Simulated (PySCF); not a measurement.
**Potential energy of LiAs along the bond**

Set-up: basis Li def2-SVPD, As def2-SVPD; no relativity; PySCF 2.14. Energies in eV from Li + As in their ground configurations at the same level. State: ³Σ⁻ (triplet), unpaired electrons π ↑↑.

All columns are PBE0. A positive dipole means Li(−)As(+).

```
R (Å)  E (eV)  μ (D)  Mulliken charge on Li (basis-dependent)  HOMO (eV)  LUMO (eV)  Mayer bond order  ⟨S²⟩
2.081  -1.309  -5.97                                     0.49      -4.72      -2.11              0.90  2.00
2.178  -1.524  -6.13                                     0.48      -4.71      -2.01              0.90  2.00
2.275  -1.644  -6.28                                     0.47      -4.69      -1.92              0.90  2.00
2.347  -1.687  -6.40                                     0.45      -4.66      -1.86              0.91  2.00
2.420  -1.698  -6.52                                     0.44      -4.63      -1.80              0.91  2.01
2.493  -1.685  -6.63                                     0.42      -4.60      -1.75              0.92  2.01
2.589  -1.639  -6.77                                     0.40      -4.55      -1.69              0.93  2.01
2.710  -1.549  -6.92                                     0.37      -4.49      -1.63              0.93  2.01
2.856  -1.411  -7.06                                     0.34      -4.41      -1.72              0.93  2.02
3.049  -1.203  -7.08                                     0.31      -4.31      -1.89              0.91  2.06
```

A fit through these points gives, at Re = 2.415 Å, μ = -6.51 D and dμ/dR = -1.57 D/Å; the reduced mass is 6.415 u.

Q: How strong is the fundamental in the double-harmonic approximation, I = 42.26·(dμ/dR)²/μred km/mol?

A: I = 42.26·(-1.57)²/6.415 = 16.2 km/mol at PBE0.

Spin–orbit coupling is left out. The state is the lowest determinant that a PBE0 search found; another state may lie lower at other levels.
